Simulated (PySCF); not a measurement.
A geometry optimisation on `[O][Fe]` [quintet].

Method: PBE0-D3(BJ)/def2-SVP geometry optimisation, gas phase (PySCF 2.14.0). Start geometry: GFN2-xTB. A driver script takes a list of jobs; this job's settings line and coordinates (Å) are shown.

Input:
```
{"job": {"xc": "PBE0", "basis": "def2-SVP", "d3": "d3bj", "grid": 1, "kind": "geom"}, "charge": 0, "multiplicity": 5}
O      0.803220    -0.005080    -0.006530
Fe    -0.797710     0.007620    -0.021770
```

Output:
```
step   0  E = -1338.32725564  max force = 0.014222
step   1  E = -1338.32750207  max force = 0.003344
step   2  E = -1338.32751527  max force = 0.000216
optimisation converged
```

Energies in Eh; «max force» is the largest Cartesian gradient component in Eh/bohr.

**Question.** How much energy does the optimisation release, in eV?

**Answer.** E(step 0) − E(last step) = 0.000260 Eh, which is 0.007 eV.

**Question.** Give the first gradient maximum in eV/Å.

**Answer.** With 1 Eh/bohr = 51.422 eV/Å, 0.731 eV/Å.

Summary of the converged run: final energy -1338.32752 Eh after 2 steps; dipole 4.80 D.

**Question.** Estimate the wall time. Hardware: x86-64 server, one thread, shared host.

**Answer.** About 4.1 s.
Labels such as C1 count atoms from 1, the log's own numbers from 0.
